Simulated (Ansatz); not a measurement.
`O=C=NB(F)F` + CH₃SH → `CSB(F)F` + `N=C=O` at 400 K and 1 bar (ligand exchange at a B–N bond).

Calculated with Ansatz (gas phase, PBE0-D4/def2-TZVP geometries, no zero-point term in ΔE). CCSD(T)/CBS is the MP2 limit (def2-TZVPP, def2-QZVPP) plus CCSD(T) − MP2 in def2-TZVPP, frozen cores. This one scheme is used for every species. One conformer a species, not always the lowest.

```
     species  CCSD(T)/CBS energy (Eh)  H − E (kJ/mol)  S (J/(mol·K))
`O=C=NB(F)F`               -392.46591            88.0          345.6
       CH₃SH               -438.22835           138.7          269.4
   `CSB(F)F`               -662.16308           156.7          358.9
     `N=C=O`               -168.51995            72.4          252.4
```

H − E and S are ideal-gas, rigid-rotor, harmonic terms from PBE0-D4/def2-TZVP, for one conformer and one mirror image of each species. 1 Eh = 2625.50 kJ/mol, R = 8.31446 J/(mol·K).

Question: By hand: ΔE, ΔH, ΔS and ΔG.

Answer: ΔE = (-662.16308) + (-168.51995) − (-392.46591) − (-438.22835) = 0.01123 Eh = 29.5 kJ/mol. Δ(H − E) = 156.7 + 72.4 − 88.0 − 138.7 = 2.4, so ΔH = 31.9 kJ/mol. ΔS = 358.9 + 252.4 − 345.6 − 269.4 = -3.7 J/(mol·K). ΔG = 31.9 − 400 × (-3.7)/1000 = 33.4 kJ/mol.

Question: By hand: the equilibrium constant, and the temperature at which ΔG would vanish if ΔH and ΔS stayed fixed.

Answer: log₁₀ K = −ΔG/(RT ln 10) = -4.4. ΔH and −TΔS have one sign here, so there is no such temperature. One of them is within its doubt of zero, so this could turn.

The number of gas molecules stays the same, so ΔS is small and ΔH decides. A doubt of 5 kJ/mol in ΔE shifts log₁₀ K by 0.7 here. Other conformers and mirror images would add mixing entropy, several J/(mol·K) or more a flexible species. These are equilibria of isolated gas molecules and say nothing of rates. Largest T1 diagnostic: 0.018 (customary marks: 0.02 for closed shells, 0.045 for open ones).
